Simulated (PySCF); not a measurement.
Isomers of CH6Si2. All species are isolated molecules in the gas phase. Strings in code marks are SMILES.

The S1–T1 gap (TDA) from two functionals at the same geometries (B3LYP-D3(BJ)/def2-TZVP), both in PySCF: PBE-D3(BJ)/def2-TZVP and ωB97X-D3(BJ)/def2-TZVP. Excitations are Tamm–Dancoff values on a coarser integration grid. The basis has no diffuse functions, so Rydberg states are missing or too high.

```json
[
 {"species": "`[SiH2]1[SiH2]C1`", "PBE-D3(BJ)/def2-TZVP (eV)": "1.25"},
 {"species": "`C[SiH]=[SiH2]`", "PBE-D3(BJ)/def2-TZVP (eV)": "2.54"},
 {"species": "`[SiH2]=C[SiH3]`", "PBE-D3(BJ)/def2-TZVP (eV)": "2.35"}
]
```

**Question.** What does ωB97X-D3(BJ)/def2-TZVP give for each?

**Answer.** 
- `[SiH2]1[SiH2]C1`: 1.02
- `C[SiH]=[SiH2]`: 2.51
- `[SiH2]=C[SiH3]`: 2.40
Over these rows, drawn at random from the members with no instability flagged (it was tested for open shells, ions and some series alone), PBE minus ωB97X-D3(BJ): mean +0.07 eV, from -0.04 eV to +0.23 eV.
